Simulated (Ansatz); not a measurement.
Ba₁₃⁺. Total charge 1; doublet. Geometry PBE/def2-SVP; atoms count from 1.

```xyz
13

Ba    3.158   -2.793   -1.252
Ba    2.119   -0.299    2.982
Ba   -1.084   -2.832    0.903
Ba    1.764    4.008    0.423
Ba   -1.595   -1.618    5.255
Ba    0.743    0.342   -0.760
Ba   -1.455    2.992   -2.777
Ba   -3.886   -0.440   -1.463
Ba    2.781    1.541   -3.934
Ba   -1.973    1.496    1.967
Ba    5.050    1.057   -0.087
Ba   -0.482   -1.738   -3.945
Ba   -5.141   -1.716    2.687
```

In the def2 sets Ba takes a core potential; there is no spin–orbit coupling. Single mean-field runs in def2-TZVP are fitted with def2-universal-jkfit. The charge 1 doublet is spin-contaminated (final ⟨S²⟩ up to 1.97, 0.75 for a pure state). The structure comes from a short search, and lower isomers may exist.

Estimate the Mulliken populations from the PBE0/def2-TZVP orbitals of Ansatz.


```json
{"atom": "Ba1", "charge (e)": "-0.06", "spin (α − β)": "-0.07"}
{"atom": "Ba2", "charge (e)": "0.30", "spin (α − β)": "-0.16"}
{"atom": "Ba3", "charge (e)": "0.18", "spin (α − β)": "0.15"}
{"atom": "Ba4", "charge (e)": "-0.03", "spin (α − β)": "0.02"}
{"atom": "Ba5", "charge (e)": "-0.04", "spin (α − β)": "0.17"}
{"atom": "Ba6", "charge (e)": "1.83", "spin (α − β)": "1.50"}
{"atom": "Ba7", "charge (e)": "-0.27", "spin (α − β)": "-0.11"}
{"atom": "Ba8", "charge (e)": "-0.28", "spin (α − β)": "-0.42"}
{"atom": "Ba9", "charge (e)": "-0.12", "spin (α − β)": "-0.34"}
{"atom": "Ba10", "charge (e)": "0.20", "spin (α − β)": "0.17"}
{"atom": "Ba11", "charge (e)": "-0.48", "spin (α − β)": "-0.16"}
{"atom": "Ba12", "charge (e)": "-0.28", "spin (α − β)": "-0.01"}
{"atom": "Ba13", "charge (e)": "0.06", "spin (α − β)": "0.25"}
```
Mulliken values and Mayer orders depend strongly on the basis.

Where does the spin sit?

Summed by element: Ba 1.00, of 1 unpaired in all. Largest on single atoms: Ba6 1.50, Ba8 -0.42, Ba9 -0.34.

And the Mayer bond orders between bonded heavy atoms (over 0.3)?

Ba1–Ba2 0.49 (5.02 Å); Ba1–Ba3 0.41 (4.76 Å); Ba1–Ba9 0.67 (5.11 Å); Ba1–Ba11 0.92 (4.45 Å); Ba1–Ba12 0.65 (4.65 Å); Ba2–Ba4 0.48 (5.02 Å); Ba2–Ba5 0.53 (4.55 Å); Ba2–Ba11 0.57 (4.46 Å); Ba3–Ba5 0.37 (4.55 Å); Ba3–Ba12 0.43 (5.01 Å); Ba3–Ba13 0.41 (4.57 Å); Ba4–Ba7 0.63 (4.65 Å); Ba4–Ba9 0.63 (5.11 Å); Ba4–Ba10 0.42 (4.76 Å); Ba4–Ba11 0.88 (4.45 Å); Ba5–Ba10 0.38 (4.54 Å); Ba5–Ba13 0.75 (4.38 Å); Ba7–Ba8 0.68 (4.41 Å); Ba7–Ba9 0.75 (4.62 Å); Ba7–Ba10 0.46 (5.00 Å); Ba7–Ba12 0.85 (4.97 Å); Ba8–Ba12 0.71 (4.41 Å); Ba8–Ba13 0.56 (4.52 Å); Ba9–Ba11 1.04 (4.49 Å); Ba9–Ba12 0.77 (4.63 Å); Ba10–Ba13 0.41 (4.57 Å). Values over 0.3 also appear between atoms too far apart for a bond (Ba1–Ba4 0.52 at 7.14 Å; Ba1–Ba7 0.50 at 7.55 Å; Ba1–Ba8 0.33 at 7.43 Å; Ba1–Ba10 0.45 at 7.42 Å; Ba2–Ba7 0.44 at 7.53 Å; Ba2–Ba9 0.49 at 7.19 Å; Ba2–Ba12 0.43 at 7.54 Å; Ba3–Ba4 0.41 at 7.42 Å); they arise where an orbital or an unpaired electron spreads over both atoms.
